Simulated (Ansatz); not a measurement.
Molecule (SMILES): F[SiH] (F-SiH) (closed-shell singlet).
Atoms: Si1, H2, F3. Bonds: Si1-H2, Si1-F3.

Basis-set convergence of the harmonic zero-point energy at CCSD(T) with Ansatz (a program for electronic structure). Each level at its own minimum, finite differences of forces, unscaled; the reference is a large set that could be run, not a limit. Cartesian d functions, on some or all atoms, in 6-311G**; all else is spherical. Cores are frozen. A restricted Hartree-Fock determinant is unstable towards unrestricted orbitals. No added dispersion term, no relativity. Reference: the value in aug-cc-pV(T+d)Z, 5.29 kcal/mol, itself unsure by roughly 0.05 kcal/mol (its distance from def2-TZVPPD).

```tsv
basis	functions	harmonic zero-point energy (kcal/mol)
def2-SVP	37	?
cc-pV(D+d)Z	42	5.33
6-311G**	51	5.42
aug-cc-pV(D+d)Z	64	?
def2-TZVP	74	5.38
pcseg-2	78	5.43
def2-TZVPP	87	5.37
jun-cc-pV(T+d)Z	101	5.30
def2-TZVPPD	105	5.34
```

Question: What belongs in the gaps?

Answer: 
- def2-SVP, harmonic zero-point energy (kcal/mol): 5.45
- aug-cc-pV(D+d)Z, harmonic zero-point energy (kcal/mol): 5.20
